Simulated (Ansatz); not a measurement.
Geometry optimisation, RKS PBE/def2-SVP (Ansatz).

Input:

```yaml
crystal:
  periodic: [false, false, false]
  atoms:
    - { symbol: Si, position_ang: [-0.452129, 0.260588, 1.312561] }
    - { symbol: Si, position_ang: [0.088138, -1.746923, 0.42505] }
    - { symbol: H, position_ang: [-1.784505, 0.767582, 0.807618] }
    - { symbol: H, position_ang: [-0.610844, 0.100173, 2.808578] }
    - { symbol: O, position_ang: [0.806035, 1.348985, 0.984048] }
    - { symbol: H, position_ang: [0.834867, -0.009951, -1.536047] }
    - { symbol: As, position_ang: [0.569037, 1.423114, -1.949996] }
    - { symbol: H, position_ang: [-0.347138, -2.826511, 1.383809] }
    - { symbol: H, position_ang: [-0.582382, -2.016868, -0.89301] }
    - { symbol: H, position_ang: [1.578923, -1.857918, 0.261479] }
    - { symbol: H, position_ang: [0.643964, 2.263719, 1.273806] }
    - { symbol: H, position_ang: [0.162247, 0.963619, -3.378291] }
    - { symbol: H, position_ang: [-0.906312, 1.33019, -1.499404] }
basis:
  gaussian: { orbitals: def2-SVP }
hamiltonian:
  xc: pbe
relax:
  f_tol: 0.03
  max_steps: 50
output:
  orbitals: {}
```

Launched with:

```bash
$ ansatz run input.yaml --threads 4 --pin off --max-ram 5120MiB --backend cpu --events-out ev --progress --plain --runs-dir out
```

Q: Where does it end, and by what steps?

A: The forces met the threshold. The force dipped under the threshold on the way, but the program's further checks kept it going. After 22 steps the energy has fallen by 0.188 eV; H6 moved furthest, 1.26 Å.

```csv
step,energy less start (eV),largest force component (eV/Å),accepted
0,0.0000,1.114,yes
1,-0.1253,0.256,yes
2,-0.1408,0.119,yes
3,-0.1461,0.066,yes
4,-0.1493,0.345,yes
5,-0.1650,0.220,yes
6,-0.1744,0.057,yes
7,-0.1777,0.143,yes
8,-0.1796,0.085,yes
9,-0.1815,0.022,yes
10,-0.1827,0.034,yes
11,-0.1831,0.126,yes
12,-0.1838,0.062,yes
13,-0.1846,0.005,yes
14,-0.1845,0.185,no
15,-0.1853,0.037,yes
16,-0.1852,0.141,no
17,-0.1858,0.035,yes
18,-0.1862,0.061,yes
19,-0.1864,0.139,yes
20,-0.1869,0.092,yes
21,-0.1876,0.011,yes
22,-0.1881,0.027,yes
```

```xyz
13
Properties=species:S:1:pos:R:3
Si -0.432 0.142 1.664
Si -0.057 -2.018 0.814
H -1.891 0.519 1.538
H -0.092 0.193 3.135
O 0.563 1.170 0.756
H 1.457 0.780 -2.301
As 0.388 1.886 -2.330
H -0.873 -3.009 1.603
H -0.465 -2.100 -0.633
H 1.397 -2.387 0.934
H 0.433 2.123 0.911
H 0.324 1.847 -3.873
H -0.750 0.854 -2.217
```

Run time: 56 s on 4 threads of Arm Neoverse N1 (shared host), peak memory 0.18 GiB.
